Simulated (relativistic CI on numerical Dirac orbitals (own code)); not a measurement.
**Te¹¹⁺: computed level list**

Calculated at this level of theory: Dirac-Coulomb-Breit CI, orbitals from a KLI potential per configuration, a model potential for QED, unscaled Slater integrals (own radial code, finite nucleus).

Configurations in the expansion (outside the closed core [Ar] 3d10): 4s2 4p6 4d5, 4s2 4p5 4d6, 4s2 4p6 4d4 4f, 4s2 4p4 4d7, 4s2 4p6 4d4 5s, 4s 4p6 4d6, 4s2 4p6 4d4 5p, 4s2 4p6 4d3 5s2, 4s2 4p6 4d3 4f 5s, 4p6 4d7, 4s2 4p6 4d4 5d, 4s2 4p6 4d3 5s 5p, 4s2 4p6 4d3 5p2, 4s2 4p6 4d4 6s, 4s2 4p6 4d4 5g. Levels of other configurations are missing.

```csv
No.,Configuration,Term,J,E (cm⁻¹),%,Next component (%),jj configuration (%)
41,4p5 4d6(5D),6P°,5/2,615220,56,25 4s2 4p6 4d4 4f 6P°,4p3/2^3 4d3/2^3 4d5/2^3 (28)
42,4p5 4d6(5D),6P°,7/2,615304,36,24 6D°,4p3/2^3 4d3/2^3 4d5/2^3 (30)
43,4d4(5D) 5s,6D,3/2,615759,92,6 4P,4d3/2^3 4d5/2 5s (64)
44,4p5 4d6(5D),6F°,9/2,615976,71,23 6D°,4p3/2^3 4d3/2^3 4d5/2^3 (59)
45,4d4(5D) 5s,6D,5/2,620024,95,2 4P,4d3/2^2 4d5/2^2 5s (63)
46,4p5 4d6(5D),4P°,5/2,622996,61,16 6D°,4p3/2^3 4d5/2^2 (37)
47,4d4(5D) 5s,6D,7/2,624235,95,3 4F,4d3/2^2 4d5/2^2 5s (52)
48,4p5 4d6(5D),6D°,9/2,627380,45,39 4F°,4p3/2^3 4d3/2^3 4d5/2^3 (44)
49,4d4(5D) 5s,6D,9/2,628234,90,9 4F,4d3/2^2 4d5/2^2 5s (42)
50,4p5 4d6(5D),6F°,7/2,629227,50,17 4F°,4p3/2^3 4d3/2^3 4d5/2^3 (32)
51,4d4(5D) 5s,4D,1/2,631505,81,14 2P,4d3/2^3 4d5/2 5s (52)
52,4p5 4d6(5D),4P°,3/2,632561,46,35 6D°,4p3/2^3 4d3/2^3 4d5/2^3 (44)
53,4p5 4d6(5D),4P°,1/2,634364,42,39 6D°,4p3/2^3 4d3/2^3 4d5/2^3 (35)
54,4p5 4d6(5D),6F°,5/2,636437,36,30 4F°,4p3/2^3 4d3/2^3 4d5/2^3 (36)
55,4d4(5D) 5s,4D,3/2,636830,90,4 2P,4d3/2^2 4d5/2^2 5s (47)
56,4p5 4d6(3H),4H°,13/2,639804,79,11 4I°,4p3/2^3 4d3/2^3 4d5/2^3 (81)
57,4p5 4d6(3P),4D°,7/2,640317,28,24 6D°,4p3/2^3 4d5/2^2 (32)
58,4p5 4d6(3F),4G°,11/2,641699,42,38 4H°,4p3/2^3 4d3/2^3 4d5/2^3 (49)
59,4d4(5D) 5s,4D,5/2,641877,90,3 4F,4d3/2^2 4d5/2^2 5s (55)
60,4p5 4d6(3G),4F°,3/2,643669,52,16 6F°,4p3/2^3 4d3/2^3 4d5/2^3 (52)
61,4p5 4d6(3F),4F°,7/2,645697,30,20 4D°,4p3/2^3 4d3/2^3 4d5/2^3 (54)
62,4d4(5D) 5s,4D,7/2,645715,72,11 2F,4d3/2^3 4d5/2 5s (43)
63,4p5 4d6(3H),4H°,9/2,648823,35,30 4G°,4p3/2^3 4d3/2^3 4d5/2^3 (52)
64,4p5 4d6(3D),4D°,5/2,649276,20,16 4F°,4p3/2^3 4d3/2^3 4d5/2^3 (36)
65,4d4(3P) 5s,4P,1/2,650407,68,10 6D,4d3/2^2 4d5/2^2 5s (51)
66,4p5 4d6(3H),4H°,11/2,651406,43,34 4G°,4p3/2^3 4d3/2^2 4d5/2^4 (57)
67,4p5 4d6(3P),4D°,7/2,651463,26,16 2G°,4p3/2^3 4d3/2^3 4d5/2^3 (44)
68,4p5 4d6(3F),4D°,1/2,652151,39,24 2P°,4p3/2^3 4d3/2^3 4d5/2^3 (37)
69,4d4(3H) 5s,4H,7/2,652274,66,14 4D,4d3/2^2 4d5/2^2 5s (54)
70,4p5 4d6(3G),4G°,5/2,652347,35,14 4s2 4p6 4d4 4f 4G°,4p3/2^3 4d3/2^3 4d5/2^3 (45)
```

Energies count from the lowest computed level; ° marks odd parity. Percentages are summed over parent terms; the parents shown are those of the largest component, closed shells are left out there. Filled j subshells are mostly left out of the jj labels.

The mean weight of the leading LS term, summed over parents, in these 30 levels is 57 %, and that of the leading jj configuration (from the same eigenvectors) 47 %, so LS coupling describes them better.

At this charge energies of transitions that change n are usually good to better than 1 %, and those within a shell (Δn = 0) to a few per cent. Terms inside the open d or f shell come out 10 to 20 % too wide with unscaled integrals. Levels and lines within the n = 5 or 6 shells can be off by up to 10 % or somewhat more, and those that change n by about 2 %, since core polarisation is missing.

LS names give the leading component of a level, which can be under half, so a name can repeat, a term be missing and a line seem to break the LS rules.
